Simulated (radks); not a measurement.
Species: the mercury ion Hg3+. Configuration: [Xe] 4f14 5d9. Calculated with a radial shooting solver on a logarithmic mesh with Libxc functionals: non-relativistic Kohn-Sham, r2SCAN, spin-polarised, spherical densities, point nucleus; open shells are filled with parallel spins first (spin-orbit coupling, left out, can overturn this in heavy ions); meta-GGA in the generalised Kohn-Sham scheme; relativity is left out, which matters for an element this heavy.

Local quantities along the radius. ELF = 1/(1 + alpha^2) is the electron localisation function; alpha = (tau - tau_W)/tau_unif compares the Pauli kinetic energy density with that of the uniform gas (summed over spins); -r V(r) is the screened charge that the Kohn-Sham potential of spin up presents (atomic units).

| r (bohr) | ELF | alpha | -r V(r) |
|---|---|---|---|
| 0.001271 | 0.999 | 0.02553 | 79.44 |
| 0.001681 | 0.999 | 0.02789 | 79.25 |
| 0.002243 | 0.999 | 0.03148 | 78.98 |
| 0.002967 | 0.999 | 0.03683 | 78.64 |
| 0.003926 | 0.998 | 0.04534 | 78.19 |
| 0.005195 | 0.996 | 0.05970 | 77.60 |
| 0.006928 | 0.993 | 0.08686 | 76.81 |
| 0.009167 | 0.981 | 0.1401 | 75.81 |
| 0.01213 | 0.938 | 0.2571 | 74.55 |
| 0.01605 | 0.782 | 0.5277 | 72.94 |
| 0.02123 | 0.474 | 1.053 | 70.80 |
| 0.02832 | 0.330 | 1.425 | 68.28 |
| 0.03747 | 0.484 | 1.032 | 65.28 |
| 0.04958 | 0.693 | 0.6652 | 61.73 |
| 0.0656 | 0.668 | 0.7051 | 57.45 |
| 0.0875 | 0.418 | 1.180 | 52.31 |
| 0.1158 | 0.442 | 1.123 | 46.89 |
| 0.1532 | 0.680 | 0.6862 | 41.13 |
| 0.2027 | 0.557 | 0.8924 | 34.82 |
| 0.2703 | 0.299 | 1.532 | 28.14 |
| 0.3577 | 0.638 | 0.7534 | 22.44 |
| 0.4732 | 0.700 | 0.6541 | 16.98 |
| 0.6262 | 0.359 | 1.336 | 12.44 |
| 0.8351 | 0.388 | 1.256 | 9.143 |
| 1.105 | 0.714 | 0.6328 | 6.777 |
| 1.462 | 0.623 | 0.7771 | 5.156 |
| 1.935 | 0.301 | 1.526 | 4.055 |
| 2.58 | 0.058 | 4.028 | 3.525 |
| 3.414 | 0.004 | 15.14 | 3.280 |
| 4.517 | 0.000 | 105.0 | 3.095 |

On this mesh the ELF has minima near r = 0.028, 0.10, 0.27, 0.72 bohr, which separate the shells, and maxima near 0.057 (0.71), 0.18 (0.68), 0.41 (0.72), 1.1 (0.71).
